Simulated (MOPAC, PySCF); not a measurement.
CH6Si2, SMILES `[SiH](C)=[SiH2]`, neutral singlet in the gas phase. 

Z-matrix (Å, degrees):
```
Si
H 1 1.4843
C 1 1.8689 2 113.98
H 3 1.0910 1 110.31 2 174.69
H 3 1.0923 4 108.77 1 121.97
H 3 1.0929 4 108.37 5 117.25
Si 1 2.1441 2 118.48 3 159.72
H 7 1.4812 1 119.67 2 25.97
H 7 1.4825 8 114.04 1 -152.42
```
Charge 0, spin multiplicity 1.

All levels are single points at this geometry (PBE0-D3(BJ)/def2-TZVP); Pople sets use spherical d functions. Orbital energies aren't observables, and empty levels follow the basis.

| level | HOMO (eV) | LUMO (eV) | gap (eV) | dipole (D) | vertical IE, Delta-SCF (eV) |
|---|---|---|---|---|---|
| PBE-D3(BJ)/def2-TZVP in PySCF | -4.93 | -2.30 | 2.63 | 1.41 | – |
| PBE0-D3(BJ)/def2-TZVP in PySCF | -5.73 | -1.58 | 4.15 | 1.39 | – |
| B3LYP/3-21G in PySCF | -5.59 | -1.63 | 3.96 | 1.33 | – |
| B3LYP/6-311+G** in PySCF | -5.58 | -1.78 | 3.80 | 1.32 | – |
| B3LYP/6-31G* in PySCF | -5.44 | -1.59 | 3.86 | 1.41 | 7.62 |
| B3LYP/LANL2DZ in PySCF | -5.68 | -1.72 | 3.96 | 1.26 | – |
| BP86/6-31G* in PySCF | -4.94 | -2.27 | 2.67 | 1.48 | – |
| PBE/6-31G* in PySCF | -4.85 | -2.17 | 2.67 | 1.47 | 7.63 |
| HF/6-31G* in PySCF | -7.22 | 1.42 | 8.64 | 1.38 | 6.50 |
| HF/STO-3G in PySCF | -3.57 | 6.47 | 10.03 | 0.39 | – |
| AM1 in MOPAC | -8.35 | -1.91 | 6.44 | 0.90 | – |
| PM3 in MOPAC | -7.77 | -1.57 | 6.20 | 0.92 | – |
| PM7 in MOPAC | -8.18 | -1.82 | 6.36 | 0.53 | – |
